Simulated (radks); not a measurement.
All-electron atom: Gd2+ in [Xe] 4f7 5d1. All-electron calculation, Dirac Kohn-Sham, exchange-only PBE, spin-unpolarised, spherical densities, finite nucleus; open shells fill j = l - 1/2 first; Fermi nuclear charge, rms radius 5.1569 fm. Program: a radial shooting solver on a logarithmic mesh with Libxc functionals. Some entries of the table are withheld. Estimate them.

orbital,occ.,eigenvalue (Ry),<r^2> (bohr^2)
1s1/2,2,-3679.051,0.0006549
2s1/2,2,-607.9159,0.01022
2p1/2,2,-577.3414,0.007417
2p3/2,4,-526.1929,0.008651
3s1/2,2,-135.4411,(1)
3p1/2,2,-122.1813,0.06349
3p3/2,4,-111.6905,0.07057
3d3/2,4,(2),0.05634
3d5/2,6,(3),0.05831
4s1/2,2,-27.99181,0.3452
4p1/2,2,-22.82912,0.3632
4p3/2,4,-20.49383,0.4019
4d3/2,4,-11.98582,0.4610
4d5/2,6,-11.56374,0.4763
5s1/2,2,(4),2.000
5p1/2,2,-3.14437,2.532
5p3/2,4,-2.82381,2.862
4f5/2,6,-1.57172,(5)
4f7/2,1,-1.51640,(6)
5d3/2,1,-1.06748,6.859
5d5/2,0,-1.04288,7.157

Answer. 
(1) 3s1/2 <r^2> (bohr^2): 0.06816
(2) 3d3/2 eigenvalue (Ry): -88.77694
(3) 3d5/2 eigenvalue (Ry): -86.49102
(4) 5s1/2 eigenvalue (Ry): -4.56463
(5) 4f5/2 <r^2> (bohr^2): 0.9703
(6) 4f7/2 <r^2> (bohr^2): 1.002
